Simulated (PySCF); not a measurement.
# Heteronuclear NMR

Molfile (atoms numbered from 1):
```
C4H8O3Si
     RDKit          3D

 16 15  0  0  0  0  0  0  0  0999 V2000
   -1.8103    0.9316   -0.5776 C   0  0  0  0  0  0  0  0  0  0  0  0
   -0.7650    0.2328   -0.1316 C   0  0  0  0  0  0  0  0  0  0  0  0
   -0.7755   -0.8745    0.6482 O   0  0  0  0  0  0  0  0  0  0  0  0
   -2.0325   -1.3653    1.0499 C   0  0  0  0  0  0  0  0  0  0  0  0
    0.6156    0.6674   -0.4987 C   0  0  0  0  0  0  0  0  0  0  0  0
    0.8473    1.6298   -1.1882 O   0  0  0  0  0  0  0  0  0  0  0  0
    1.5649   -0.0972    0.0006 O   0  0  0  0  0  0  0  0  0  0  0  0
    3.1756    0.2012   -0.2797 Si  0  0  0  0  0  4  0  0  0  0  0  0
   -1.6212    1.7922   -1.1917 H   0  0  0  0  0  0  0  0  0  0  0  0
   -2.8333    0.6868   -0.3602 H   0  0  0  0  0  0  0  0  0  0  0  0
   -1.8290   -2.2443    1.6583 H   0  0  0  0  0  0  0  0  0  0  0  0
   -2.5744   -0.6236    1.6452 H   0  0  0  0  0  0  0  0  0  0  0  0
   -2.6404   -1.6495    0.1852 H   0  0  0  0  0  0  0  0  0  0  0  0
    3.5185    1.5123    0.2590 H   0  0  0  0  0  0  0  0  0  0  0  0
    3.4328    0.1221   -1.7129 H   0  0  0  0  0  0  0  0  0  0  0  0
    3.7193   -0.9128    0.4828 H   0  0  0  0  0  0  0  0  0  0  0  0
  1  2  2  0
  2  3  1  0
  3  4  1  0
  2  5  1  0
  5  6  2  0
  5  7  1  0
  7  8  1  0
  1  9  1  0
  1 10  1  0
  4 11  1  0
  4 12  1  0
  4 13  1  0
  8 14  1  0
  8 15  1  0
  8 16  1  0
M  END
```

Computed data (PySCF 2.14.0 with density-fitted response routines): GFN2-xTB geometry, σ from GIAO-PBE0/pcSseg-1. In vacuum, no relativistic terms, rapidly exchanging positions averaged, one computed conformer.

Q: What are the 29Si shifts?

A: 
| atoms | environment | σ (ppm) | δ (ppm) |
| --- | --- | --- | --- |
| Si8 | silicon bonded to O, 3 H | 388.9 | -39.7 |

Shieldings were converted by a linear fit to measured shifts: 29Si: δ = 279.94 − 0.822σ (rms 8.9 ppm, 72 shifts, 25.8 ppm with the 6 outliers that the fit left out vs TMS, solution or neat liquid). Occasional misses reach two or three times the rms, and more in compound classes unlike the fitted ones.

On a 600 MHz spectrometer 29Si resonates near 119.2 MHz, so 1 ppm is 119.2 Hz.

Q: What are the 17O shifts?

A: 
```csv
atoms,environment,σ (ppm),δ (ppm)
O6,carbonyl oxygen,-87.2,346.1
O7,"oxygen bonded to C, Si",160.4,120.6
O3,ether oxygen,218.8,67.4
```

Shieldings were converted by a linear fit to measured shifts: 17O: δ = 266.70 − 0.911σ (rms 10.7 ppm, 155 shifts, 12.2 ppm with the 3 outliers that the fit left out vs liquid water, solution or neat liquid). A few per cent of atoms miss by over 2 rms, more outside the fitted compound classes.

On a 300 MHz spectrometer 17O resonates near 40.7 MHz, so 1 ppm is 40.7 Hz.
